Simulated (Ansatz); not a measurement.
Cost and result for the atomization energy of `C[CH2][Zn][Cl]` (9 atoms, 8 bonds).

```xyz
9

C    -0.053    0.567   -1.038
C     0.307    0.384    0.434
Zn   -0.234   -1.308    1.212
Cl   -0.824   -3.152    2.056
H     0.281    1.542   -1.408
H    -1.131    0.513   -1.206
H     0.411   -0.193   -1.671
H     1.388    0.472    0.580
H    -0.145    1.174    1.042
```

Charge 0, multiplicity 1. For Zn the d shell is correlated and the shells below it are frozen. Scalar relativity is left out up to krypton. The geometry is a stationary point of PBE0-D4/def2-TZVP. It is one conformer, not always the lowest. Program: Ansatz. All runs use 4 threads of an Arm Neoverse V2 on a shared host. Times are those of one run each, without the atoms' runs, and a repeat can differ threefold. Electronic energies, without spin–orbit coupling; frozen cores. CCSD(T)/CBS adds CCSD(T) − MP2 in def2-TZVPP to the MP2 limit, and its time is that of the two runs behind it. T1 = 0.013. With those shells the extrapolation isn't a true limit. B3LYP takes the VWN-RPA correlation (the form of Gaussian; ORCA's B3LYP/G).

CCSD(T)/CBS is a level of theory with its own doubt, some kJ/mol a heavy atom from the limit and from the frozen cores, so smaller differences don't rank the functionals.

| level | functions | wall time | atomization (kcal/mol) | difference from CCSD(T)/CBS | per bond |
| --- | --- | --- | --- | --- | --- |
| revPBE-D4/def2-TZVPP | 238 | 1.6 s | 719.2 | -7.0 | -0.9 |
| BLYP-D4/def2-TZVPP | 238 | 1.6 s | 713.9 | -12.3 | -1.5 |
| PBE0-D4/def2-TZVPP | 238 | 2.5 s | 730.1 | 3.9 | 0.5 |
| BHLYP-D4/def2-TZVPP | 238 | 2.5 s | 707.5 | -18.7 | -2.3 |
| CAM-B3LYP-D4/def2-TZVPP | 238 | 2.8 s | 726.3 | 0.1 | 0.0 |
| CCSD(T)/def2-SVP | 102 | 2.9 s | 691.1 | -35.1 | -4.4 |
| B3LYP-D4/def2-TZVPP (with forces) | 238 | 3.8 s | 720.4 | -5.8 | -0.7 |
| r2SCAN-D4/def2-TZVPP (with forces) | 238 | 3.8 s | 731.7 | 5.5 | 0.7 |
| PBE-QIDH/def2-TZVPP | 238 | 4.1 s | 728.7 | 2.5 | 0.3 |
| r2SCANh-D4/def2-TZVPP | 238 | 4.1 s | 728.9 | 2.7 | 0.3 |
| MP2/def2-QZVPP | 434 | 13 s | 731.4 | 5.2 | 0.7 |
| CCSD(T)/def2-TZVPP | 238 | 91 s | 709.1 | -17.1 | -2.1 |
| CCSD(T)/CBS(def2) | – | 100 s | 726.2 | 0.0 | 0.0 |

In def2-TZVPP, CCSD(T) changes the Hartree–Fock value by +159.3 kcal/mol (the triples alone add +9.1 kcal/mol) and MP2 by +171.2 kcal/mol; breaking electron pairs costs correlation energy, which Hartree–Fock lacks. From r2SCAN to r2SCAN0 (25 % exact exchange), in def2-TZVPP and without D4, the atomization energy moves by −6.9 kcal/mol: exact exchange takes away binding that semilocal exchange gives to molecules. At CCSD(T), def2-SVP lies −35.2 kcal/mol from the extrapolated value and def2-TZVPP −17.1 kcal/mol: correlation converges slowly with the basis, and small sets miss more of it in the bonded molecule than in its fragments.
